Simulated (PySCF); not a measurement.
# LiSe from Hartree–Fock to correlated methods

State: ²Π (doublet), unpaired electrons π ↑. Set-up: Li x2c-TZVPPall, Se x2c-TZVPPall; spin-free X2C with a Gaussian nucleus (PySCF 2.14). De refers to Li + Se in their high-spin ground configurations, without counterpoise correction. The functionals are run spin-unrestricted. A positive dipole means Li(−)Se(+).

```tsv
Level	Re (Å)	ωe (cm⁻¹)	De (eV)	μ (D)	CPU s a point (SCF and correlation, without the integrals)
UHF	2.292	516	1.83	-7.39	0.4
UHF-MP2	2.281	515	2.74	n/a	0.7
UHF-SCS-MP2	2.284	513	2.72	n/a	n/a
UHF-CCSD	2.281	514	2.71	n/a	n/a
UHF-CCSD(T)	2.283	512	2.77	n/a	28
LDA	2.254	515	3.33	-6.59	0.62
PBE	2.281	503	2.90	-6.60	0.89
revPBE	2.294	496	2.75	-6.64	0.61
r²SCAN	2.283	508	2.95	-6.99	1.4
B3LYP	2.274	510	2.91	-6.76	1.2
PBE0	2.271	516	2.85	-6.86	1.8
MN15	2.280	505	3.05	-7.03	1.7
ωB97X-V	2.271	521	2.97	-7.06	4.6
```

(1) Which functional lies closest to UHF-CCSD(T) in De, which farthest, and by how much do they differ from it?

(2) What does the step from GGA to meta-GGA do here, going from PBE to r²SCAN?

(3) What does the gradient correction do here, going from LDA to PBE?

Correlated steps freeze 9 core orbitals. Spin–orbit coupling is left out. Counting both spins, an empty level lies below a filled one in some of these solutions, because spin and occupation are held. The state is the lowest determinant that a PBE0 search found; another state may lie lower at other levels.

The whole job (state search and all levels along the bond) took about 7.3 min on 1 thread of Arm Neoverse V1 (shared host), peak memory 1.2 GiB.

Answers

(1) Closest is revPBE (+1.1 pm in Re, -3.1 % in ωe, -0.02 eV in De against UHF-CCSD(T) in the same basis), farthest LDA (-2.9 pm in Re, +0.6 % in ωe, +0.56 eV in De). CCSD(T) converges more slowly with the basis than the functionals do and binds too weakly in this one, so the order can change at the basis-set limit.

(2) r²SCAN less PBE: +0.2 pm in Re, +1.0 % in ωe, +0.05 eV in De. 

(3) PBE less LDA: +2.7 pm in Re, -2.3 % in ωe, -0.43 eV in De. The gradient correction favours the more uneven density of free atoms, so it tends to lengthen bonds and takes away much of the overbinding of LDA; so it does here.
